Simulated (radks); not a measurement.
The numbers below are computed, except where a source is named.
Effect of the nuclear size on neutral titanium, [Ar] 3d2 4s2. Level of theory: Dirac Kohn-Sham, exchange-only LDA, spin-unpolarised, spherical densities, finite nucleus; open shells fill j = l - 1/2 first; Fermi nuclear charge, rms radius 3.5921 fm (a radial shooting solver on a logarithmic mesh with Libxc functionals). The rms radius is varied about that value; shifts are against it.

rms radius (fm),total energy shift (eV),density at nucleus (e/bohr^3),1s1/2 shift (meV),2s1/2 shift (meV)
3.1862,-0.0104,8473,-4.38,-0.363
3.2796,-0.00808,8466,-3.42,-0.283
3.5921,0,8442,0.000,0.000
3.8076,0.00598,8427,2.53,0.210
4.0052,0.0118,8414,4.98,0.413

Slopes of the eigenvalues against <r^2> in GHz/fm^2, as finite differences over the two radii next to the reference (eigenvalue slopes, not the field-shift constants of lines): 1s1/2 384, 2s1/2 31.9.
